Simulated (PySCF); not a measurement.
# What a mistake does to a calculation on B2CH5Si cation

Calculated results; nothing here was measured. They come from PySCF 2.14.0, an open-source quantum chemistry program, on an isolated molecule that a program drew, which may never have been made. The molecule is B2CH5Si cation (charge +1, singlet), drawn as the SMILES string `C=BB[SiH2+]`.

Each row is a Hartree-Fock (HF) and frozen-core CCSD(T) single point in the cc-pV(D+d)Z basis, meant for a local HF minimum. Run 1 is clean. Each other run has one planted mistake out of seven kinds, and not every kind appears here: one electron removed, one electron added, multiplicity raised by two, geometry at a saddle point, minimal basis STO-3G, one bond length entered in bohr, all coordinates scaled. The reference is restricted for singlets and unrestricted otherwise, and also for a bond in bohr. Adding or removing an electron swaps singlet and doublet. Electrons count all cores. HOMO and LUMO are orbital energies over both spins, the gradient is its largest component, and the lowest frequency (negative if imaginary) is given only where the gradient is small. Bond lengths are over the 8 bonds as drawn. T1 is the CCSD diagnostic: over 0.02 (restricted) or 0.045 (unrestricted) a single reference is doubtful.

Geometry of the clean run:
```xyz
9
B2CH5Si cation, angstrom
C    -1.0216    2.5653   -1.6971
B    -0.9102    1.2093   -2.0174
B    -0.7782   -0.3584   -2.3761
Si   -0.2755   -1.7832   -1.0577
H    -0.8428    2.9497   -0.6977
H    -1.2952    3.3088   -2.4398
H    -0.9755   -0.7818   -3.4783
H     1.1113   -2.2049   -0.8297
H    -1.2659   -2.5328   -0.2767
```

| run | electrons | basis functions | <S^2> | HOMO (eV) | LUMO (eV) | gradient (hartree/bohr) | lowest frequency (cm^-1) | mean bond (Å) | longest bond (Å) | T1 | HF (hartree) | CCSD(T) (hartree) | mistake |
|---|---|---|---|---|---|---|---|---|---|---|---|---|---|
| 1 | 34 | 90 | 0.000 | -13.25 | -5.60 | 2.8e-05 | 101 | 1.4150 | 2.005 | 0.0226 | -378.71435 | -379.14762 | no fault |
| 2 | 34 | 90 | 0.000 | -13.38 | -5.57 | 1.1e-02 | - | 1.3952 | 1.977 | 0.0223 | -378.71270 | -379.14406 | all coordinates scaled |
| 3 | 34 | 90 | 2.024 | -11.55 | -6.73 | 6.0e-02 | - | 1.4150 | 2.005 | 0.0224 | -378.66936 | -379.06215 | ? |
| 4 | 33 | 90 | 0.755 | -22.26 | -11.22 | 5.0e-02 | - | 1.4150 | 2.005 | 0.0145 | -378.27524 | -378.64718 | ? |

**Which mistake was planted in run 3, and what did it cost?**

Electrons, basis and geometry are unchanged, and <S^2> is 2.024, beside S(S+1) = 2.00 for a multiplicity of 3. So the mistake is: multiplicity raised by two. Subtracting run 1 and multiplying by 627.51 kcal/mol a hartree, the energy moved by 28.2 kcal/mol in HF and 53.6 kcal/mol in CCSD(T).

**Which mistake was planted in run 4, and what did it cost?**

It counts 33 electrons, one fewer than the clean run, at the same geometry and basis. So the mistake is: one electron removed. Subtracting run 1 and multiplying by 627.51 kcal/mol a hartree, the energy moved by 275.5 kcal/mol in HF and 314.0 kcal/mol in CCSD(T).

Cautions from the logs. Run 1: T1 is over the limit, so its CCSD(T) energy is less reliable; run 2: T1 is over the limit, so its CCSD(T) energy is less reliable.
